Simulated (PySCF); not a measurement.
**Electron correlation in Kr⁺ (krypton, charge +1)**

[Ar] 3d10 4s2 4p5, 2P determinant. Computed with PySCF 2.14 in jorge-DZP-DKH, with scalar relativity by spin-free X2C-1e. Frozen: [Ar] 3d10; 7 electrons correlated.

MP2 pair energies summed by pair of shells (mhartree):

| pair | energy | share (%) |
| --- | --- | --- |
| 4p-4p | -21.85 | 50.9 |
| 4s-4p | -17.16 | 40.0 |
| 4s-4s | -3.90 | 9.1 |

Total MP2 correlation energy: -42.92 mhartree.

Same-spin part -9.36 and opposite-spin part -33.55 mhartree; SCS-MP2 scales them by 1/3 and 6/5 to -43.39 mhartree.

| level | correlation energy (mhartree) |
| --- | --- |
| CCSD | -49.04 |
| (T) | -0.40 |
| CCSD(T) | -49.44 |

Diagnostics: T1 = 0.0010, D1 = 0.0021, largest double amplitude 0.030.

Problem. Is a single reference adequate?

Solution. Yes, within this model without spin-orbit coupling: T1 lies below 0.03 and no double amplitude reaches 0.07.
